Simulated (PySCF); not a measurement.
SMILES C(C(=O)C)[SeH] (C₃H₆OSe), GFN2-xTB optimised geometry.

```
11

C      1.85    -0.50     0.00
C      0.35    -0.50     0.00
O     -0.31    -1.51     0.01
C     -0.26     0.88     0.00
Se    -2.20     0.81     0.32
H      2.19    -0.30     1.01
H      2.22    -1.48    -0.30
H      2.24     0.27    -0.66
H      0.20     1.51     0.76
H     -0.09     1.34    -0.97
H     -2.24    -0.62     0.18
```

Density from CAM-B3LYP/def2-TZVP run with PySCF at that geometry.

Minimum of the electron density along straight lines between bonded atoms, close to the bond critical point (lines longer than 1.1 times the sum of covalent radii, or with two minima, are not listed):

```tsv
bond	length / Å	ρ at the minimum / e bohr⁻³	∇²ρ there / e bohr⁻⁵	position (fraction from the first atom)
C1–C2	1.503	0.265	-0.71	0.48
C2–O3	1.203	0.430	-0.13	0.34
C2–C4	1.510	0.263	-0.70	0.51
C4–Se5	1.967	0.145	-0.15	0.49
C1–H6	1.089	0.276	-0.94	0.64
C1–H7	1.087	0.282	-0.99	0.65
C1–H8	1.087	0.280	-0.97	0.64
C4–H9	1.091	0.280	-0.97	0.65
C4–H10	1.093	0.278	-0.96	0.65
Se5–H11	1.438	0.190	-0.38	0.64
```
